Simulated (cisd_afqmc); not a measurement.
Input (X2C-AFQMC/CISD/cc-pwCVTZ-DK; cisd_afqmc is a phaseless AFQMC code with CISD trial states that reads the integrals written by Ansatz): The .json basis holds the Basis Set Exchange's core-valence set for the 3d metal and cc-pVXZ-DK of the same size for its partners.

Ansatz 0.2 input:
```python
import cisd_afqmc

open("ham.yaml", "w").write("""\
crystal:
  periodic: [false, false, false]
  atoms:
    - {symbol: Co, position_ang: [0.00000000, 0.00000000, 0.00000000]}
basis:
  gaussian:
    orbitals: cc-pwCVTZ-DK.json
magnetization: {spin_polarized: true, initial_magnetization: 3}
correlation: {method: ccsd, frozen_orbitals: {Co: 5}, hamiltonian_folder: ham}
scf: {lower_state_search: full}
""")
rep = cisd_afqmc.ansatz("ham.yaml")
e_ccsd = rep["correlation"]["coupled_cluster"]["energy"]["hartree"]
out = cisd_afqmc.run("ham", e_ccsd, trial="CISD", walkers=100, populations=8, threads=8, dt=0.005, steps=40, early=36, settle=10, least=32,
    cut=5e-5, rank_cut=2e-4, target=0.0003, seconds=3000, seed=4, memory=17280, gpu=False)
```

Output:

```
orbitals 97, occupied [10, 7], factors 571 of 635, rank of the doubles 814 of 1500
E(HF) = -1391.887657
E(CCSD) on the cut factors = -1392.567349, shift to the whole factors -0.000011
Energy of the trial state on the determinant = -1392.567364
  tau behind 10.8 of longer steps, mean of the populations' last blocks
   2.0  -1392.58581
   4.0  -1392.58575
   6.0  -1392.58499
   8.0  -1392.58281
  10.0  -1392.58434
  12.0  -1392.58367
  14.0  -1392.58324
  16.0  -1392.58309
  18.0  -1392.58432
  20.0  -1392.58259
  22.0  -1392.58333
  24.0  -1392.58471
  26.0  -1392.58429
blocks 1034 (0 outliers left out), error by blocks joined: 1: 0.00025, 2: 0.00027, 4: 0.00029, 8: 0.00029, 16: 0.00030
E(AFQMC/CISD) = -1392.58397 +/- 0.00030
```
